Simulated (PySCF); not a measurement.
One of the candidates below gave these computed data.

All candidates are C4H6OSi.

* Rotational structure: rotational constants A, B, C: 7.922, 1.370, 1.183 GHz [GFN2-xTB]
* Dipole: 1.76 D [PBE0/def2-SVPD]
* UV, first state: lowest singlet excitation: 5.38 eV (230 nm, f = 0.001) [TDDFT PBE0/def2-SVPD]
* NMR, other nuclei: isotropic shieldings of nuclei other than C and H, by class: 229 (1 O), 385 (1 Si) ppm [GIAO PBE0/pcSseg-1]
* Polarisability: 80.7 au [PBE0/def2-SVPD]
* UV, strongest line: among the 6 lowest singlet transitions: S2 at 5.45 eV (228 nm, f = 0.422) [TDDFT PBE0/def2-SVPD]
* 13C NMR: chemical shifts (computed TMS as zero) by class: 158.9 (1 C), 97.5 (1 C), 92.4 (1 C), 82.1 (1 C) ppm [GIAO PBE0/pcSseg-1]
* Triplet: lowest triplet excitation (Tamm–Dancoff): 3.32 eV [TDA PBE0/def2-SVPD]
* 1H NMR: chemical shifts (computed TMS as zero) by class: 6.57 (1 H), 5.07 (3 H), 4.93 (1 H), 2.84 (1 H) ppm [GIAO PBE0/pcSseg-1]

The electronic properties come from PySCF, for the isolated species, density fitting. Levels stand in brackets. Isolated species at its GFN2-xTB geometry (one conformer only). NMR values are class means; diastereotopic atoms form classes of their own.

Problem. Which candidate is it?
A. `O=CC1([SiH3])C=C1`
B. `C=C1[SiH2][C@H]1C=O`
C. `C#C/C=C\O[SiH3]`
D. `CC#C[SiH2]C=O`
E. `C#CC(=C)O[SiH3]`

Solution. C. It is `C#C/C=C\O[SiH3]`. Numbering: `[CH:1]#[C:2]/[CH:3]=[CH:4]\[O:5][SiH3:6]`. Its formula, C4H6OSi, gives 3 degrees of unsaturation: 0 rings and 3 π bonds in the structure found. 4 carbons fall into 4 classes; from least to most shielded: vinylic carbon bearing oxygen [C4] (158.9 ppm), alkene CH carbon [C3] (97.5 ppm), terminal alkyne carbon [C1] (92.4 ppm), alkyne carbon [C2] (82.1 ppm). Hydrogen classes from least to most shielded: 1 H on a vinylic carbon bearing oxygen, C4 (6.57 ppm), 3 H on an oxygen-bound silicon, Si6 (5.07 ppm), 1 H on an alkene CH carbon, C3 (4.93 ppm), 1 H on a terminal alkyne carbon, C1 (2.84 ppm). The other shieldings belong to: 229 ppm, silyl ether oxygen [O5]; 385 ppm, oxygen-bound silicon [Si6]. The optimised geometry has point group Cs and is an asymmetric top.

The others, at the same levels:
- `O=CC1([SiH3])C=C1` fails: it has 3 carbon classes against 4; its computed 13C shifts are 215.1 (1 C), 118.6 (2 C), 28.7 (1 C) ppm, 1H shifts are 9.16 (1 H), 7.31 (2 H), 3.83 (3 H) ppm and rotational constant A is 3.574 GHz (against 7.922 GHz).
- `CC#C[SiH2]C=O` fails: its computed 13C shifts are 241.0 (1 C), 118.7 (1 C), 76.6 (1 C), 6.2 (1 C) ppm, 1H shifts are 12.11 (1 H), 4.36 (2 H), 2.18 (3 H) ppm and lowest singlet excitation is 3.23 eV (383 nm, f = 0.002) (against 5.38 eV).
- `C#CC(=C)O[SiH3]` fails: its computed 13C shifts are 145.5 (1 C), 113.2 (1 C), 87.6 (1 C), 82.6 (1 C) ppm, 1H shifts are 5.29 (1 H), 5.27 (1 H), 4.96 (3 H), 2.72 (1 H) ppm and rotational constant A is 4.188 GHz (against 7.922 GHz).
- `C=C1[SiH2][C@H]1C=O` fails: its computed 13C shifts are 198.2 (1 C), 142.6 (1 C), 139.8 (1 C), 35.4 (1 C) ppm, 1H shifts are 9.01 (1 H), 6.98 (1 H), 6.84 (1 H), 3.48 (1 H), 3.39 (1 H), 2.85 (1 H) ppm and rotational constant A is 4.271 GHz (against 7.922 GHz).

Each candidate is one conformer, not necessarily the lowest. The conformers computed, where there is a choice (atom-mapped SMILES and torsion angles):
- `[CH:1]#[C:2]/[CH:3]=[CH:4]\[O:5][SiH3:6]`: C3–C4–O5–Si6 180°
- `[O:1]=[CH:2][C:3]1([SiH3:4])[CH:5]=[CH:6]1`: O1–C2–C3–Si4 -1°
- `[CH3:1][C:2]#[C:3][SiH2:4][CH:5]=[O:6]`: C3–Si4–C5–O6 128°
- `[CH:1]#[C:2][C:3](=[CH2:4])[O:5][SiH3:6]`: C2–C3–O5–Si6 0°
- `[CH2:1]=[C:2]1[SiH2:3][C@H:4]1[CH:5]=[O:6]`: Si3–C4–C5–O6 -123°
